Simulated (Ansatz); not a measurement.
Input for Ansatz (a program for electronic structure): R-B3LYP-D3(BJ)/def2-TZVP on C5H10 (SMILES CC1CCC1).

Ansatz 0.2 input:
```yaml
crystal:
  periodic: [false, false, false]
  atoms:
    - {symbol: C, position_ang: [1.79480337, 0.10767388, -0.23524215]}
    - {symbol: C, position_ang: [0.46646502, -0.08570787, 0.47228969]}
    - {symbol: C, position_ang: [-0.51322284, -1.08959006, -0.16475922]}
    - {symbol: C, position_ang: [-1.62125697, -0.02701683, -0.11759154]}
    - {symbol: C, position_ang: [-0.58046876, 1.02858693, 0.28392818]}
    - {symbol: H, position_ang: [2.40843065, -0.78674364, -0.14421257]}
    - {symbol: H, position_ang: [2.33858725, 0.94472352, 0.19909871]}
    - {symbol: H, position_ang: [1.63715323, 0.31124417, -1.29283875]}
    - {symbol: H, position_ang: [0.64297413, -0.30368427, 1.52763260]}
    - {symbol: H, position_ang: [-0.70167429, -1.99678056, 0.40550685]}
    - {symbol: H, position_ang: [-0.22901293, -1.36548243, -1.17832289]}
    - {symbol: H, position_ang: [-2.13918202, 0.15567241, -1.05661854]}
    - {symbol: H, position_ang: [-2.36072098, -0.21466684, 0.65783196]}
    - {symbol: H, position_ang: [-0.32673985, 1.70813539, -0.52714508]}
    - {symbol: H, position_ang: [-0.81613500, 1.61363621, 1.17044275]}
basis:
  gaussian:
    orbitals: def2-TZVP
hamiltonian:
  xc: b3lyp
  dispersion: d3bj
relax: {f_tol: 0.003, max_steps: 120}
scf: {lower_state_search: off}
```

Output:

```
WARN ansatz: RAYON_NUM_THREADS=1 ignored (pool sized by the plan → 1); use --threads N
Functional definition: B3LYP
these checks for a lower state are left out or cut short: stability, starts, cluster_reference, orbital_swaps, neighbouring_geometries, increment
integrals: 0.13 GiB planned
1340 factors; their error is unknown
mean field: 1.23 GiB planned
mean field evaluation 1: about -5335.3034 eV, gradient 7.8e1 eV
mean field evaluation 2: about -5318.5547 eV, gradient 1.1e2 eV
mean field evaluation 4: about -5349.7882 eV, gradient 5.9e0 eV
mean field evaluation 8: about -5349.8622 eV, gradient 3.5e-2 eV
mean field evaluation 16: about -5349.8138 eV, gradient 8.8e-4 eV
mean field -5349.81379493 eV, -196.6020307297 hartree, gradient 1.0e-5 eV, S^2 0.000000; 0 other end points of the search recorded, 0 dependent functions left out
the calculation of the forces begins
reference -5349.81409416 eV, -196.6020417262 hartree; 20, 20 occupied and 195, 195 virtual orbitals, 1340 factors
relax step   1: F+E_penalty+E_count = -5350.32307472 eV  Δ(F+E_penalty+E_count) = +0.000e0 eV  max|allowed force component| = 4.705e-1 eV/Å  Δτ_max = 0.0000 Å  (18 SCF iters, accepted)
these checks for a lower state are left out or cut short: stability, starts, cluster_reference, orbital_swaps, neighbouring_geometries, increment
integrals: 0.13 GiB planned
1340 factors; their error is unknown
mean field: 1.23 GiB planned
mean field -5349.83504595 eV, -196.6028116903 hartree, gradient 3.4e-6 eV, S^2 0.000000; 0 other end points of the search recorded, 0 dependent functions left out
the calculation of the forces begins
reference -5349.83534634 eV, -196.6028227293 hartree; 20, 20 occupied and 195, 195 virtual orbitals, 1340 factors
relax step   2: F+E_penalty+E_count = -5350.34128879 eV  Δ(F+E_penalty+E_count) = -1.821e-2 eV  max|allowed force component| = 2.449e-1 eV/Å  Δτ_max = 0.0416 Å  (20 SCF iters, accepted)
these checks for a lower state are left out or cut short: stability, starts, cluster_reference, orbital_swaps, neighbouring_geometries, increment
integrals: 0.13 GiB planned
1340 factors; their error is unknown
mean field: 1.23 GiB planned
mean field evaluation 32: about -5349.8433 eV, gradient 6.5e-4 eV
mean field -5349.84323740 eV, -196.6031127205 hartree, gradient 3.5e-6 eV, S^2 0.000000; 0 other end points of the search recorded, 0 dependent functions left out
the calculation of the forces begins
reference -5349.84353901 eV, -196.6031238043 hartree; 20, 20 occupied and 195, 195 virtual orbitals, 1340 factors
relax step   3: F+E_penalty+E_count = -5350.34788963 eV  Δ(F+E_penalty+E_count) = -6.601e-3 eV  max|allowed force component| = 6.801e-2 eV/Å  Δτ_max = 0.0535 Å  (19 SCF iters, accepted)
these checks for a lower state are left out or cut short: stability, starts, cluster_reference, orbital_swaps, neighbouring_geometries, increment
integrals: 0.13 GiB planned
1340 factors; their error is unknown
mean field: 1.23 GiB planned
mean field -5349.85436365 eV, -196.6035216025 hartree, gradient 4.0e-6 eV, S^2 0.000000; 0 other end points of the search recorded, 0 dependent functions left out
the calculation of the forces begins
reference -5349.85466651 eV, -196.6035327326 hartree; 20, 20 occupied and 195, 195 virtual orbitals, 1340 factors
relax step   4: F+E_penalty+E_count = -5350.35980670 eV  Δ(F+E_penalty+E_count) = -1.192e-2 eV  max|allowed force component| = 1.535e-1 eV/Å  Δτ_max = 0.1084 Å  (18 SCF iters, accepted)
these checks for a lower state are left out or cut short: stability, starts, cluster_reference, orbital_swaps, neighbouring_geometries, increment
integrals: 0.13 GiB planned
1340 factors; their error is unknown
mean field: 1.23 GiB planned
mean field -5349.85490392 eV, -196.6035414570 hartree, gradient 4.6e-6 eV, S^2 0.000000; 0 other end points of the search recorded, 0 dependent functions left out
the calculation of the forces begins
reference -5349.85520826 eV, -196.6035526413 hartree; 20, 20 occupied and 195, 195 virtual orbitals, 1340 factors
relax step   5: F+E_penalty+E_count = -5350.35973343 eV  Δ(F+E_penalty+E_count) = +7.327e-5 eV  max|allowed force component| = 3.093e-1 eV/Å  Δτ_max = 0.1951 Å  (18 SCF iters, rejected (line search))
these checks for a lower state are left out or cut short: stability, starts, cluster_reference, orbital_swaps, neighbouring_geometries, increment
integrals: 0.13 GiB planned
1340 factors; their error is unknown
mean field: 1.24 GiB planned
mean field -5349.86135081 eV, -196.6037783761 hartree, gradient 4.1e-6 eV, S^2 0.000000; 0 other end points of the search recorded, 0 dependent functions left out
the calculation of the forces begins
reference -5349.86165411 eV, -196.6037895221 hartree; 20, 20 occupied and 195, 195 virtual orbitals, 1340 factors
relax step   6: F+E_penalty+E_count = -5350.36701121 eV  Δ(F+E_penalty+E_count) = -7.205e-3 eV  max|allowed force component| = 2.402e-2 eV/Å  Δτ_max = 0.0887 Å  (18 SCF iters, accepted)
these checks for a lower state are left out or cut short: stability, starts, cluster_reference, orbital_swaps, neighbouring_geometries, increment
integrals: 0.13 GiB planned
1340 factors; their error is unknown
mean field: 1.23 GiB planned
mean field -5349.86252785 eV, -196.6038216315 hartree, gradient 3.9e-6 eV, S^2 0.000000; 0 other end points of the search recorded, 0 dependent functions left out
the calculation of the forces begins
reference -5349.86283143 eV, -196.6038327878 hartree; 20, 20 occupied and 195, 195 virtual orbitals, 1340 factors
relax step   7: F+E_penalty+E_count = -5350.36786367 eV  Δ(F+E_penalty+E_count) = -8.525e-4 eV  max|allowed force component| = 7.098e-2 eV/Å  Δτ_max = 0.0970 Å  (18 SCF iters, accepted)
these checks for a lower state are left out or cut short: stability, starts, cluster_reference, orbital_swaps, neighbouring_geometries, increment
integrals: 0.13 GiB planned
1340 factors; their error is unknown
mean field: 1.23 GiB planned
mean field evaluation 64: about -5349.9000 eV, gradient 1.4e0 eV
mean field -5349.86326943 eV, -196.6038488841 hartree, gradient 3.8e-6 eV, S^2 0.000000; 0 other end points of the search recorded, 0 dependent functions left out
the calculation of the forces begins
reference -5349.86357291 eV, -196.6038600366 hartree; 20, 20 occupied and 195, 195 virtual orbitals, 1340 factors
relax step   8: F+E_penalty+E_count = -5350.36869962 eV  Δ(F+E_penalty+E_count) = -8.360e-4 eV  max|allowed force component| = 4.540e-2 eV/Å  Δτ_max = 0.0274 Å  (20 SCF iters, accepted)
these checks for a lower state are left out or cut short: stability, starts, cluster_reference, orbital_swaps, neighbouring_geometries, increment
integrals: 0.13 GiB planned
1340 factors; their error is unknown
mean field: 1.23 GiB planned
mean field -5349.86331409 eV, -196.6038505253 hartree, gradient 3.8e-6 eV, S^2 0.000000; 0 other end points of the search recorded, 0 dependent functions left out
the calculation of the forces begins
reference -5349.86361746 eV, -196.6038616737 hartree; 20, 20 occupied and 195, 195 virtual orbitals, 1340 factors
relax step   9: F+E_penalty+E_count = -5350.36891633 eV  Δ(F+E_penalty+E_count) = -2.167e-4 eV  max|allowed force component| = 3.352e-3 eV/Å  Δτ_max = 0.0027 Å  (20 SCF iters, accepted)
these checks for a lower state are left out or cut short: stability, starts, cluster_reference, orbital_swaps, neighbouring_geometries, increment
integrals: 0.13 GiB planned
1340 factors; their error is unknown
mean field: 1.23 GiB planned
mean field -5349.86329846 eV, -196.6038499508 hartree, gradient 3.8e-6 eV, S^2 0.000000; 0 other end points of the search recorded, 0 dependent functions left out
the calculation of the forces begins
reference -5349.86360182 eV, -196.6038610991 hartree; 20, 20 occupied and 195, 195 virtual orbitals, 1340 factors
relax step  10: F+E_penalty+E_count = -5350.36891741 eV  Δ(F+E_penalty+E_count) = -1.076e-6 eV  max|allowed force component| = 1.078e-3 eV/Å  Δτ_max = 0.0007 Å  (20 SCF iters, accepted)
Total energy: -5350.36922077 eV, -196.6224422527 hartree
Atom 0 at     1.848913     0.089878    -0.141065 Å, force     0.000200    -0.000064     0.000233 eV/Å
Atom 1 at     0.453293    -0.074391     0.424279 Å, force    -0.000224     0.000199    -0.001078 eV/Å
Atom 2 at    -0.524609    -1.066109    -0.258378 Å, force    -0.000164    -0.000043     0.000299 eV/Å
Atom 3 at    -1.667828    -0.051300    -0.014439 Å, force    -0.000136     0.000024    -0.000060 eV/Å
Atom 4 at    -0.593386     1.045051     0.185274 Å, force    -0.000196    -0.000073     0.000321 eV/Å
Atom 5 at     2.439755    -0.820608    -0.012067 Å, force    -0.000029    -0.000014     0.000045 eV/Å
Atom 6 at     2.383567     0.906418     0.351000 Å, force    -0.000076     0.000006     0.000038 eV/Å
Atom 7 at     1.809274     0.313399    -1.210437 Å, force    -0.000130    -0.000035     0.000046 eV/Å
Atom 8 at     0.508345    -0.297314     1.493607 Å, force    -0.000076    -0.000064     0.000272 eV/Å
Atom 9 at    -0.622811    -2.062902     0.172106 Å, force     0.000186     0.000118    -0.000112 eV/Å
Atom 10 at    -0.298516    -1.166456    -1.322358 Å, force     0.000080     0.000030     0.000034 eV/Å
Atom 11 at    -2.395832     0.092636    -0.812232 Å, force     0.000109    -0.000025     0.000146 eV/Å
Atom 12 at    -2.204336    -0.263314     0.911284 Å, force     0.000201     0.000017    -0.000054 eV/Å
Atom 13 at    -0.387942     1.578642    -0.745487 Å, force     0.000069    -0.000031     0.000015 eV/Å
Atom 14 at    -0.747888     1.776369     0.978912 Å, force     0.000185    -0.000044    -0.000146 eV/Å
Dipole moment:     0.010448    -0.004126     0.021255 e Å
Checks for a lower state left out: stability, starts, cluster_reference, orbital_swaps, neighbouring_geometries, increment
```

The calculation finished and met its thresholds.

Cost: roughly 40 core-seconds.
